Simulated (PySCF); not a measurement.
# A series of related molecules

Method used: PySCF, TDDFT PBE0/def2-SVPD circular dichroism and optical rotation, one conformer, gas phase. Geometry: GFN2-xTB.

Each molecule in one low-energy conformer. The parent is C[C@@H]1[SiH2][C@H]1N(C)C.

The molecule is flexible and this is one conformer; a measurement averages over conformers.

(1) How does the specific rotation at 589.3 nm (origin-invariant length gauge) change along this series?
- C[C@@H]1[SiH2][C@H]1N(C)C (base)
- C[C@@H]1[SiH2][C@@H]1N(C)C (diastereomer)

Answers

(1) 
| molecule | [α]589 (deg dm⁻¹ (g/mL)⁻¹) | S1 (eV) | R(S1), velocity form (10⁻⁴⁰ esu² cm²) |
| --- | --- | --- | --- |
| C[C@@H]1[SiH2][C@H]1N(C)C | -190.7 | 5.19 | -31.8 |
| C[C@@H]1[SiH2][C@@H]1N(C)C | +148.9 | 5.23 | +48.8 |

The specific rotation at 589.3 nm (origin-invariant length gauge) is lowest for C[C@@H]1[SiH2][C@H]1N(C)C and highest for C[C@@H]1[SiH2][C@@H]1N(C)C.
